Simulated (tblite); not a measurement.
Compound: C₅H₁₁PSi.
SMILES with atom numbers: `[CH3:1][C:2]1=[CH:3][CH2:4][Si@@H:5]([PH2:6])[CH2:7]1` (hydrogens: H8, H9, H10 on C1; H11 on C3; H12, H13 on C4; H14 on Si5; H15, H16 on P6; H17, H18 on C7)

The geometry is computed with GFN2-xTB (gas phase).

(1) List the bond lengths, angles and torsions at this level.

Results:

(1) 
| bond | length (Å) | order |
| --- | --- | --- |
| C1–C2 | 1.496 | single |
| C2=C3 | 1.324 | double |
| C3–C4 | 1.498 | single |
| C4–Si5 | 1.909 | single |
| Si5–P6 | 2.246 | single |
| Si5–C7 | 1.908 | single |
| C2–C7 | 1.505 | single |
| C1–H8, C1–H9, C1–H10 | 1.089 | single |
| C3–H11 | 1.081 | single |
| C4–H12 | 1.091 | single |
| C4–H13 | 1.093 | single |
| Si5–H14 | 1.476 | single |
| P6–H15, P6–H16 | 1.383 | single |
| C7–H17 | 1.092 | single |
| C7–H18 | 1.091 | single |

Bonds in one row agree within 0.01 Å and their mean is given. Orders are formal, as drawn. A selection of angles:
| angle | degrees |
| --- | --- |
| C2–C1–H8 | 110.3 |
| C2–C1–H10 | 111.1 |
| H8–C1–H9 | 107.6 |
| H8–C1–H10 | 108.7 |
| C1–C2–C3 | 124.6 |
| C1–C2–C7 | 117.2 |
| C3–C2–C7 | 118.2 |
| C2–C3–C4 | 120.0 |
| C2–C3–H11 | 122.0 |
| C4–C3–H11 | 118.0 |
| C3–C4–Si5 | 103.6 |
| C3–C4–H12 | 110.2 |
| C3–C4–H13 | 110.0 |
| Si5–C4–H12 | 113.6 |
| Si5–C4–H13 | 112.9 |
| H12–C4–H13 | 106.5 |
| C4–Si5–P6 | 111.4 |
| C4–Si5–C7 | 93.6 |
| C4–Si5–H14 | 111.8 |
| P6–Si5–C7 | 111.8 |
| P6–Si5–H14 | 114.5 |
| C7–Si5–H14 | 111.8 |
| Si5–P6–H15 | 94.7 |
| H15–P6–H16 | 92.4 |
| Si5–C7–H17 | 113.0 |
| Si5–C7–H18 | 113.5 |
| C2–C7–Si5 | 104.3 |
| C2–C7–H17 | 109.7 |
| C2–C7–H18 | 109.9 |
| H17–C7–H18 | 106.5 |

Dihedral angles: C1–C2–C3–C4 180° (antiperiplanar); C2–C3–C4–Si5 4° (synperiplanar); C3–C4–Si5–P6 -120° (anticlinal); C4–Si5–C7–C2 5° (synperiplanar); C1–C2–C7–Si5 177° (antiperiplanar).

Of the pairs four or more bonds apart, H10···H11 is among the closest relative to their van der Waals radii: 2.45 Å, 102 % of the sum of Bondi's values. Si5 (SiH silicon) has angles from 93.6° to 114.5°. P6 (three-coordinate phosphorus) is pyramidal (angles 94.7°, 94.5° and 92.4°, sum 281.6°, 0.84 Å off the plane of its three neighbours). The 5-membered ring C2–C3–C4–Si5–C7 has internal angles of 93.6° to 120.0° (sum 540°, against 540° for a flat polygon); it is almost planar, 0.03 Å rms from its mean plane, widest ring torsion 5°. The C–C distances run from 1.324 Å (C2=C3, drawn double) to 1.505 Å (C2–C7, drawn single), a spread of 0.181 Å.

Point group: C1 (no symmetry element, even within 0.4 Å). Its GFN2-xTB frequencies are all real (lowest 39 cm⁻¹). The numbers are those of one conformer (C4–Si5–P6–H -170° and -77°).

Hardware: one thread of an Arm Neoverse N1, no GPU, on a shared host. Cost: 1.6 s of wall time. These figures are those of the optimisation.
